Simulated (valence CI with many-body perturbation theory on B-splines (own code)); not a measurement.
Values are calculated unless marked as measured or tabulated.
P IX: what the settings do

Level of theory: configuration interaction combined with many-body perturbation theory (CI+MBPT): five valence electrons over a frozen Dirac-Fock core [He], a basis of 6 s, 6 p, 5 d, 3 f, 1 g functions for each j, with the one-electron correlation potential Σ1, the two-electron term Σ2, the three-electron term Σ3, Breit, model QED; selected CI, second order for the rest, scaled by the run's own slope (own B-spline code, finite nucleus).

No measured levels were compared; by estimate levels of excited configurations hold to 0.05 to 0.15 % of their energy, terms of the ground configuration to about 0.5 %. Among the levels kept, up to 2400 cm⁻¹ of a level comes from second order outside the variational space, and about a tenth of that is noise between levels of different J, which matters for small intervals.

The reference run has the lowest level 2s²2p³ ⁴S°_3/2 and an ionisation energy of 372.121 eV. Its largest variational space holds 10601 state functions.

Changed runs:
A. scale of Σ1 1 → 1.1
B. size limit of the variational space 10000 → 3000; Breit term on → off; QED terms on → off
C. scale of Σ1 1 → 1.1; highest l with Σ1, explicit Σ2 and valence Breit (higher l get mean screening factors) 3 → 0
D. correlating orbitals by l 3 3 3 2 1 → 0 0 0 0 0 (bad on purpose)

Excitation energies of the reference run in cm⁻¹, and shifts in cm⁻¹:

| Level | Reference | A | B | C | D |
| --- | --- | --- | --- | --- | --- |
| 2s²2p³ ²D°_3/2 | 76417 | +3.8 | -217 | -452 | +3456 |
| 2s²2p³ ²D°_5/2 | 77010 | +4.6 | +243 | -85 | +3495 |
| 2s²2p³ ²P°_1/2 | 116786 | +3.1 | -117 | -799 | +1711 |
| 2s²2p³ ²P°_3/2 | 117806 | +4.0 | +48 | -781 | +1753 |
| 2s2p⁴ ⁴P_5/2 | 345588 | -95 | +351 | +1519 | +383 |
| 2s2p⁴ ⁴P_3/2 | 350621 | -93 | +324 | +1149 | +383 |
| 2s2p⁴ ⁴P_1/2 | 353234 | -92 | +482 | +1125 | +396 |
| 2s2p⁴ ²D_3/2 | 476051 | -90 | +325 | +1618 | +7893 |
| 2s2p⁴ ²D_5/2 | 476089 | -90 | +479 | +1752 | +7872 |
| 2s2p⁴ ²S_1/2 | 557559 | -87 | +11 | +1034 | +7859 |
| 2s2p⁴ ²P_3/2 | 584441 | -92 | +259 | +3125 | +11887 |
| 2s2p⁴ ²P_1/2 | 590727 | -90 | +467 | +2803 | +11820 |
| Ionisation energy (eV) | 372.121 | +0.021 | +0.026 | +0.118 | -0.155 |
